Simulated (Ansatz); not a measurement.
`[SiH3][GeH2][GaH2]`. Total charge 0; spin multiplicity 1. Geometry: relaxed with PBE0-D4/def2-TZVP.

```xyz
10

Si    0.694   -1.627    0.363
Ge   -0.497    0.401    0.752
Ga   -0.446    1.808   -1.238
H     0.684   -2.503    1.565
H     2.106   -1.323    0.006
H     0.076   -2.366   -0.771
H     0.150    1.096    1.966
H    -1.938    0.024    1.153
H    -1.557    1.662   -2.340
H     0.728    2.829   -1.456
```

**Question.** What is the dipole moment at B3LYP/def2-TZVPP? (Best estimate.)

**Answer.** Ansatz gave: 0.20 D, with components (-0.06, 0.18, -0.06) D in this frame, pointing from negative to positive charge.

**Question.** And with PBE, r2SCAN, ωB97M-V? (Best estimate.)

**Answer.** Ansatz gave: PBE 0.18 D, r2SCAN 0.17 D, ωB97M-V 0.27 D.

**Question.** Give the Mulliken charges with B3LYP, ωB97M-V, r2SCAN in def2-TZVPP. (Best estimate.)

**Answer.** The calculation gave: 
```json
{"atom": "Si1", "B3LYP": "0.13", "ωB97M-V": "0.06", "r2SCAN": "0.15"}
{"atom": "Ge2", "B3LYP": "-0.07", "ωB97M-V": "-0.23", "r2SCAN": "-0.13"}
{"atom": "Ga3", "B3LYP": "0.22", "ωB97M-V": "0.22", "r2SCAN": "0.29"}
{"atom": "H4", "B3LYP": "-0.05", "ωB97M-V": "-0.01", "r2SCAN": "-0.06"}
{"atom": "H5", "B3LYP": "-0.05", "ωB97M-V": "-0.01", "r2SCAN": "-0.06"}
{"atom": "H6", "B3LYP": "-0.05", "ωB97M-V": "-0.01", "r2SCAN": "-0.06"}
{"atom": "H7", "B3LYP": "-0.01", "ωB97M-V": "0.03", "r2SCAN": "0.00"}
{"atom": "H8", "B3LYP": "-0.01", "ωB97M-V": "0.03", "r2SCAN": "0.00"}
{"atom": "H9", "B3LYP": "-0.06", "ωB97M-V": "-0.03", "r2SCAN": "-0.07"}
{"atom": "H10", "B3LYP": "-0.06", "ωB97M-V": "-0.03", "r2SCAN": "-0.07"}
```

B3LYP here is the variant with VWN-RPA as its local correlation; programs differ in this.
